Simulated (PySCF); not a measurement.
Below is a simulated gas-phase C 1s photoelectron spectrum of `C1COB(C(C)(C)C)O1`.

Every computed line was given a Gaussian of 0.7 eV full width at half maximum and an area set by the number of equivalent atoms; the highest printed point is 100. The calculation used delta-SCF UKS SCAN, pcX-2 on the ionised atom, pcseg-1 elsewhere, spin-free X2C (PySCF).

| binding energy (eV) | intensity |
| --- | --- |
| 288.9 | 0 |
| 289.0 | 0 |
| 289.1 | 1 |
| 289.2 | 3 |
| 289.3 | 6 |
| 289.4 | 13 |
| 289.5 | 24 |
| 289.6 | 39 |
| 289.7 | 57 |
| 289.8 | 77 |
| 289.9 | 92 |
| 290.0 | 100 |
| 290.1 | 98 |
| 290.2 | 86 |
| 290.3 | 68 |
| 290.4 | 48 |
| 290.5 | 30 |
| 290.6 | 17 |
| 290.7 | 9 |
| 290.8 | 4 |
| 290.9 | 2 |
| 291.0 | 1 |
| 291.1 | 0 |
| 291.2 | 0 |
| 291.3 | 0 |
| 291.4 | 0 |
| 291.5 | 0 |
| 291.6 | 1 |
| 291.7 | 2 |
| 291.8 | 5 |
| 291.9 | 10 |
| 292.0 | 17 |
| 292.1 | 27 |
| 292.2 | 38 |
| 292.3 | 47 |
| 292.4 | 52 |
| 292.5 | 51 |
| 292.6 | 45 |
| 292.7 | 35 |
| 292.8 | 25 |
| 292.9 | 16 |
| 293.0 | 9 |
| 293.1 | 4 |
| 293.2 | 2 |
| 293.3 | 1 |
| 293.4 | 0 |

Task: Count the maxima, the lines and the sites behind this envelope.

Result: The curve has 2 maxima (at 290.0 and 292.4 eV). Under it lie 3 lines from 3 inequivalent carbon sites. At this width some lines have no maximum of their own.

Task: Decompose the envelope and assign each component. Numbering: `[CH3:1][C:2]([CH3:3])([CH3:4])[B:5]1[O:6][CH2:7][CH2:8][O:9]1`.

Result: 
| position (eV) | relative area | line | atoms | environment |
| --- | --- | --- | --- | --- |
| 289.89 | 1 | C 1s | C2 | sp3 carbon bound to boron |
| 290.07 | 3 | C 1s | C1/C3/C4 | methyl carbon |
| 292.44 | 2 | C 1s | C7/C8 | sp3 carbon bound to oxygen |

Task: What are the centre and the root-mean-square width of the whole band?

Result: The area-weighted mean of the lines is 290.83 eV. Their own spread about it is 1.14 eV (rms) and each Gaussian has σ = 0.7/2.355 = 0.30 eV; the variances add, which gives 1.18 eV.

The listed C 1s values span 2.55 eV, from C2 (bonded to 3 C and B) to C7/C8 (bonded to O, C and 2 H). Summing the Pauling electronegativity differences to the bonded atoms, each weighted by its formal bond order, gives -0.51 for the lowest site and +0.19 for the highest; no listed site has a larger sum than the highest. The smallest sum, -1.05, belongs to C1/C3/C4, 0.18 eV above the lowest.

The curve has no shake-up lines and no vibrational structure. One atom of each set of topologically equivalent atoms was ionised and stands for the set; in this conformer not all members are related by symmetry, and their own values weren't computed. Geometry: PBE0-D3(BJ)/def2-SVP; no solvent, vibrations or thermal averaging.

Shape of the structure used: `[CH3:1][C:2]([CH3:3])([CH3:4])[B:5]1[O:6][CH2:7][CH2:8][O:9]1`: C1–C2–B5–O6 -147°.
